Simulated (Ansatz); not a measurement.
Pb4S3⁻. Total charge -1; doublet. Geometry r2SCAN-D4/def2-SVP, that of the neutral singlet; atoms count from 1.

```xyz
7

Pb   -1.250    1.649   -0.247
Pb    1.071   -0.958   -1.778
Pb   -0.782   -1.967    0.864
Pb    1.852    0.100    1.337
S    -0.705    0.411    2.128
S    -1.594   -0.795   -1.422
S     1.407    1.561   -0.883
```

In the def2 sets Pb takes a core potential; there is no spin–orbit coupling. The highest occupied level of the charge -1 doublet lies above zero (up to 0.76 eV). By energy differences its removal costs 0.58 eV (vertical, to the charge 0 singlet, at PBE0-D4/def2-SVP); self-interaction error and the lack of diffuse functions both raise the level. The structure comes from a short search, and lower isomers may exist.

(1) Estimate the Mulliken populations from the PBE0/def2-SVP orbitals of Ansatz.

(2) Where does the spin sit?

(3) And the Mayer bond orders between bonded heavy atoms (over 0.3)?

Answers

(1) 
| atom | charge (e) | spin (α − β) |
| --- | --- | --- |
| Pb1 | 0.31 | 0.39 |
| Pb2 | 0.07 | 0.31 |
| Pb3 | 0.14 | 0.15 |
| Pb4 | 0.14 | 0.15 |
| S5 | -0.58 | -0.01 |
| S6 | -0.54 | 0.00 |
| S7 | -0.54 | 0.00 |
Mulliken values and Mayer orders depend strongly on the basis.

(2) Summed by element: Pb 1.01, S -0.01, of 1 unpaired in all. Largest on single atoms: Pb1 0.39, Pb2 0.31, Pb4 0.15.

(3) Pb1–S5 0.68 (2.73 Å); Pb1–S6 0.63 (2.73 Å); Pb1–S7 0.63 (2.73 Å); Pb2–Pb3 0.54 (3.38 Å); Pb2–Pb4 0.54 (3.38 Å); Pb2–S6 0.65 (2.69 Å); Pb2–S7 0.65 (2.69 Å); Pb3–Pb4 0.42 (3.38 Å); Pb3–S5 0.68 (2.69 Å); Pb3–S6 0.73 (2.69 Å); Pb4–S5 0.68 (2.69 Å); Pb4–S7 0.73 (2.69 Å).
